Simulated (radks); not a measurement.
Radial electron density D(r) = 4 pi r^2 rho(r) of an atom or ion with 23 electrons. Method: scalar-relativistic Kohn-Sham, TASK exchange with Perdew-Wang LDA correlation, spin-polarised, spherical densities, finite nucleus; meta-GGA in the generalised Kohn-Sham scheme; Fermi nuclear charge, rms radius of each element as measured or else 0.836 A^(1/3) + 0.57 fm; computed with a radial shooting solver on a logarithmic mesh with Libxc functionals.

```
   r/bohr * D(r) (the largest magnitude, 36.6, reaches the edge; | marks zero)
 0.003362 |  *
 0.003791 |  *
  0.00424 |   *
 0.004781 |    *
  0.00539 |     *
 0.006078 |      *
 0.006853 |        *
 0.007665 |          *
 0.008642 |            *
 0.009744 |              *
  0.01099 |                 *
  0.01229 |                    *
  0.01385 |                       *
  0.01562 |                           *
  0.01761 |                               *
  0.01986 |                                  *
  0.02221 |                                      *
  0.02504 |                                         *
  0.02824 |                                            *
  0.03184 |                                               *
  0.03561 |                                                *
  0.04015 |                                                *
  0.04527 |                                               *
  0.05104 |                                              *
  0.05755 |                                           *
  0.06437 |                                         *
  0.07258 |                                       *
  0.08183 |                                      *
  0.09226 |                                      *
   0.1032 |                                        *
   0.1164 |                                           *
   0.1312 |                                               *
   0.1479 |                                                   *
   0.1668 |                                                      *
   0.1865 |                                                      *
   0.2103 |                                                   *
   0.2371 |                                              *
   0.2674 |                                       *
   0.2991 |                               *
   0.3372 |                         *
   0.3802 |                     *
   0.4286 |                    *
   0.4833 |                      *
   0.5406 |                        *
   0.6095 |                          *
   0.6872 |                          *
   0.7748 |                        *
   0.8667 |                    *
   0.9771 |                *
    1.102 |           *
    1.242 |       *
    1.401 |   *
    1.567 | *
    1.766 |*
    1.991 |*
    2.245 *
    2.511 *
    2.832 *
    3.193 *
```

What is the nuclear charge?

Answer. Z = 27. The innermost maximum, from 1s, lies near gamma/Z bohr with gamma = sqrt(1 - (Z/c)^2) = 0.980, here 0.0363 bohr (found: 0.0392), and its height grows with Z. The density is that of the cobalt ion Co4+ in [Ar] 3d5; the configuration itself is not fixed sharply by these data, and Z only to about a unit. D(r) has 3 maxima, at r = 0.0392, 0.178, 0.650 bohr, and minima at 0.0852, 0.418 bohr, inside which lie 2.11, 10.70 electrons.
